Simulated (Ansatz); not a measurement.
`[CH3][SnH]([CH3])[Cl]` + H₂ → `[CH3][SnH2][Cl]` + CH₄ at 400 K and 1 bar (hydrogenolysis of the Sn–C bond).

Program: Ansatz. Geometries: PBE0-D4/def2-TZVP. ΔE: electronic, gas phase. CCSD(T)/CBS is the MP2 limit (def2-TZVPP, def2-QZVPP) plus CCSD(T) − MP2 in def2-TZVPP, frozen cores. This one scheme is used for every species. Elements past krypton have def2 core potentials. For Sn outer-core shells are correlated without core-valence functions, which leaves a few kJ/mol of doubt a bond.

```csv
species,CCSD(T)/CBS energy (Eh),H − E (kJ/mol),S (J/(mol·K))
`[CH3][SnH]([CH3])[Cl]`,-754.17727,246.4,413.7
H₂,-1.17544,38.0,139.0
`[CH3][SnH2][Cl]`,-714.90153,161.1,358.4
CH₄,-40.46206,131.3,197.2
```

H − E and S are ideal-gas, rigid-rotor, harmonic terms from PBE0-D4/def2-TZVP. For small species the MP2-based limit differs from directly extrapolated CCSD(T) by up to some mEh (0.8 for H₂); such offsets cancel only in part. 1 Eh = 2625.50 kJ/mol, R = 8.31446 J/(mol·K).

By hand: ΔE, ΔH, ΔS and ΔG.

ΔE = (-714.90153) + (-40.46206) − (-754.17727) − (-1.17544) = -0.01088 Eh = -28.6 kJ/mol. Δ(H − E) = 161.1 + 131.3 − 246.4 − 38.0 = 8.0, so ΔH = -20.6 kJ/mol. ΔS = 358.4 + 197.2 − 413.7 − 139.0 = 2.9 J/(mol·K). ΔG = -20.6 − 400 × (2.9)/1000 = -21.8 kJ/mol.

By hand: the equilibrium constant, and the temperature at which ΔG would vanish if ΔH and ΔS stayed fixed.

log₁₀ K = −ΔG/(RT ln 10) = 2.8. ΔH and −TΔS have one sign here, so there is no such temperature. One of them is within its doubt of zero, so this could turn.

The number of gas molecules stays the same, so ΔS is small and ΔH decides. A doubt of 5 kJ/mol in ΔE shifts log₁₀ K by 0.7 here. These are equilibria of isolated gas molecules and say nothing of rates. Largest T1 diagnostic: 0.011 (customary marks: 0.02 for closed shells, 0.045 for open ones).
